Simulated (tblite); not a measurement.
Record of a relaxation.

Compound: C5H6BCl3.
Numbering: `[CH2:1]=[C:2]1[C@@H:3]([Cl:4])[CH2:5][C@H:6]1[B:7]([Cl:8])[Cl:9]` (hydrogens: H10, H11 on C1; H12 on C3; H13, H14 on C5; H15 on C6)

Computed with GFN2-xTB (tblite), gas phase: L-BFGS steps from a force-field or distance-geometry start until the largest atomic force falls under 0.01 eV/Å. 8 of its 155 geometries are shown.

Step 0: E = -779.0511 eV, largest atomic force 2.980 eV/Å
```
atom  x, y, z in Å  |  force x, y, z in eV/Å
C1     -1.204    1.243    1.057   -0.068   0.081   0.076
C2     -0.580    0.217    0.511   -1.470  -0.307   2.048
C3     -1.051   -1.135    0.042   -0.847   0.864  -0.505
Cl4    -2.700   -1.127   -0.573   -0.358  -0.564   0.131
C5      0.050   -0.990   -1.003    0.063  -0.842  -0.407
C6      0.762   -0.227    0.114    2.347   0.905  -0.642
B7      1.786    0.823   -0.423    2.349   1.311   1.283
Cl8     3.553    0.235   -0.568   -1.680   0.668  -0.204
Cl9     1.582    2.643   -0.235    0.159  -1.921  -0.541
H10    -2.295    1.236    1.237    0.951   0.001  -0.262
H11    -0.643    2.133    1.333   -0.354  -0.224  -0.106
H12    -0.784   -1.877    0.812   -0.768  -0.134  -0.505
H13    -0.211   -0.246   -1.789    0.032  -1.091   0.249
H14     0.532   -1.919   -1.327   -0.209   0.409  -0.417
H15     1.197   -1.002    0.791   -0.148   0.847  -0.198
```

Step 22: E = -780.1173 eV, largest atomic force 0.272 eV/Å
```
atom  x, y, z in Å  |  force x, y, z in eV/Å
C1     -1.166    1.186    1.190    0.073   0.039  -0.004
C2     -0.589    0.141    0.636   -0.136   0.023   0.072
C3     -1.129   -1.099   -0.023    0.001   0.195  -0.028
Cl4    -2.711   -0.906   -0.823    0.136  -0.134   0.055
C5      0.117   -1.074   -0.925   -0.021  -0.051   0.001
C6      0.811   -0.154    0.132    0.006   0.002   0.002
B7      1.862    0.954   -0.329   -0.218  -0.026  -0.068
Cl8     3.428    0.396   -0.745    0.158   0.020  -0.065
Cl9     1.529    2.633   -0.448   -0.056  -0.138   0.025
H10    -2.236    1.242    1.349    0.266  -0.058  -0.010
H11    -0.563    2.033    1.472   -0.148   0.029   0.099
H12    -1.180   -1.972    0.639   -0.071   0.159  -0.184
H13    -0.092   -0.539   -1.853    0.078  -0.067   0.094
H14     0.587   -2.029   -1.143    0.032   0.014   0.009
H15     1.327   -0.805    0.850   -0.100  -0.009   0.003
```

Step 44: E = -780.2209 eV, largest atomic force 0.075 eV/Å
```
atom  x, y, z in Å  |  force x, y, z in eV/Å
C1     -1.079    1.089    1.422   -0.015   0.020   0.001
C2     -0.571    0.171    0.630    0.000  -0.072   0.020
C3     -1.167   -0.940   -0.187   -0.007  -0.015  -0.004
Cl4    -2.418   -0.447   -1.356   -0.003   0.022  -0.006
C5      0.217   -1.225   -0.787    0.013   0.022   0.020
C6      0.835   -0.163    0.177    0.011  -0.006  -0.011
B7      1.708    0.981   -0.506    0.026  -0.033  -0.004
Cl8     3.277    0.606   -1.101    0.021  -0.033  -0.011
Cl9     1.112    2.568   -0.709   -0.037   0.044   0.005
H10    -2.139    1.163    1.595    0.003  -0.003  -0.016
H11    -0.450    1.809    1.917   -0.009   0.014   0.010
H12    -1.597   -1.755    0.398    0.002  -0.003  -0.016
H13     0.294   -0.952   -1.837   -0.023   0.001   0.016
H14     0.577   -2.243   -0.657    0.004   0.028   0.019
H15     1.395   -0.654    0.978    0.014   0.014  -0.023
```

Step 66: E = -780.2242 eV, largest atomic force 0.013 eV/Å
```
atom  x, y, z in Å  |  force x, y, z in eV/Å
C1     -1.074    1.058    1.463   -0.006   0.004  -0.002
C2     -0.560    0.159    0.652    0.000   0.005   0.003
C3     -1.163   -0.913   -0.209   -0.002   0.002  -0.002
Cl4    -2.312   -0.308   -1.434    0.004  -0.007   0.001
C5      0.234   -1.247   -0.749   -0.003  -0.002  -0.002
C6      0.846   -0.160    0.189   -0.002  -0.002  -0.003
B7      1.674    0.985   -0.545    0.000   0.007  -0.002
Cl8     3.224    0.619   -1.193    0.000  -0.006  -0.006
Cl9     1.037    2.558   -0.755    0.006  -0.001   0.007
H10    -2.136    1.125    1.623   -0.012   0.000   0.004
H11    -0.455    1.766    1.985    0.005  -0.003   0.003
H12    -1.674   -1.718    0.320    0.001   0.003   0.000
H13     0.352   -1.037   -1.809    0.001  -0.004   0.000
H14     0.565   -2.262   -0.546    0.005   0.000  -0.001
H15     1.439   -0.618    0.986    0.003   0.003  -0.002
```

Step 88: E = -780.2269 eV, largest atomic force 0.060 eV/Å
```
atom  x, y, z in Å  |  force x, y, z in eV/Å
C1     -1.101    1.004    1.519   -0.011  -0.024   0.005
C2     -0.569    0.178    0.643    0.011  -0.017   0.001
C3     -1.152   -0.871   -0.260   -0.024   0.010  -0.054
Cl4    -2.128   -0.192   -1.599    0.045  -0.010   0.039
C5      0.268   -1.282   -0.673    0.029  -0.023   0.009
C6      0.843   -0.117    0.187    0.044  -0.026  -0.027
B7      1.634    1.008   -0.620   -0.016   0.000  -0.014
Cl8     3.022    0.550   -1.528   -0.024   0.022   0.003
Cl9     1.127    2.642   -0.633    0.009  -0.028   0.023
H10    -2.164    1.019    1.686   -0.027   0.048   0.006
H11    -0.501    1.684    2.098    0.001   0.002  -0.027
H12    -1.769   -1.637    0.206   -0.012  -0.005   0.027
H13     0.470   -1.219   -1.739   -0.008   0.031   0.017
H14     0.550   -2.270   -0.316   -0.017   0.006  -0.009
H15     1.466   -0.489    1.006   -0.002   0.014   0.001
```

Step 110: E = -780.2509 eV, largest atomic force 0.115 eV/Å
```
atom  x, y, z in Å  |  force x, y, z in eV/Å
C1     -1.134    1.068    1.399    0.001   0.009   0.000
C2     -0.577    0.172    0.613   -0.014  -0.005  -0.015
C3     -1.125   -0.928   -0.251   -0.007  -0.001  -0.003
Cl4    -2.090   -0.327   -1.632    0.006  -0.004   0.031
C5      0.308   -1.329   -0.627   -0.009  -0.008  -0.015
C6      0.854   -0.145    0.214   -0.003   0.020  -0.013
B7      1.627    1.013   -0.562   -0.023   0.060  -0.015
Cl8     2.511    0.667   -1.993   -0.013   0.016   0.043
Cl9     1.552    2.638   -0.006    0.035  -0.109  -0.012
H10    -2.203    1.121    1.520    0.009  -0.015   0.002
H11    -0.544    1.787    1.941   -0.011  -0.008  -0.007
H12    -1.739   -1.680    0.246    0.022   0.005  -0.004
H13     0.517   -1.256   -1.692    0.027  -0.020   0.016
H14     0.601   -2.315   -0.271   -0.028   0.041   0.004
H15     1.438   -0.479    1.078    0.007   0.018  -0.013
```

Step 132: E = -780.2648 eV, largest atomic force 0.121 eV/Å
```
atom  x, y, z in Å  |  force x, y, z in eV/Å
C1     -1.174    1.177    1.196   -0.008  -0.017   0.009
C2     -0.597    0.189    0.547   -0.002   0.001   0.010
C3     -1.115   -1.005   -0.201    0.008   0.003   0.024
Cl4    -2.250   -0.623   -1.519   -0.030   0.016  -0.030
C5      0.318   -1.332   -0.644    0.023   0.010   0.017
C6      0.853   -0.166    0.225    0.021   0.010  -0.008
B7      1.681    1.009   -0.451    0.039   0.032  -0.002
Cl8     2.056    1.011   -2.126   -0.032   0.013   0.116
Cl9     2.176    2.344    0.522   -0.022  -0.066  -0.088
H10    -2.246    1.236    1.281    0.009  -0.001  -0.002
H11    -0.602    1.960    1.664   -0.001  -0.012  -0.023
H12    -1.600   -1.762    0.416   -0.007   0.008  -0.001
H13     0.479   -1.190   -1.710    0.009   0.015   0.024
H14     0.665   -2.320   -0.356    0.005  -0.018  -0.001
H15     1.351   -0.521    1.133   -0.013   0.006  -0.044
```

Step 154: E = -780.2676 eV, largest atomic force 0.010 eV/Å
```
atom  x, y, z in Å  |  force x, y, z in eV/Å
C1     -1.172    1.149    1.233    0.001   0.001   0.002
C2     -0.590    0.183    0.555    0.001   0.005  -0.003
C3     -1.106   -0.985   -0.233    0.003  -0.004   0.003
Cl4    -2.145   -0.529   -1.610    0.000   0.001  -0.003
C5      0.337   -1.352   -0.605   -0.003  -0.003  -0.003
C6      0.862   -0.165    0.239    0.001  -0.007  -0.004
B7      1.646    1.016   -0.480   -0.008  -0.005   0.002
Cl8     1.902    1.031   -2.172    0.001  -0.002  -0.007
Cl9     2.191    2.352    0.452    0.000   0.004   0.006
H10    -2.244    1.206    1.313   -0.002   0.000   0.003
H11    -0.600    1.916    1.727    0.001   0.003  -0.001
H12    -1.661   -1.731    0.337   -0.001   0.000   0.000
H13     0.548   -1.262   -1.668    0.003   0.003   0.003
H14     0.649   -2.334   -0.258    0.003   0.006   0.002
H15     1.378   -0.487    1.147    0.000  -0.003   0.001
```

Problem. Summarise the path.

Solution. The energy falls by 28.05 kcal/mol from step 0 to step 154; nine tenths of that is first reached at step 25. It rises by more than 0.2 meV at steps 97 and 132. The largest force goes from 2.980 to 0.010 eV/Å. Among the bonds B7–Cl8 changes most, from 1.867 to 1.712 Å; the atoms move by 0.959 Å rms after alignment.

What follows is the cost of the whole relaxation. Hardware: one thread of an Arm Neoverse N1, on a shared host. Cost: 2.6 s of wall time.
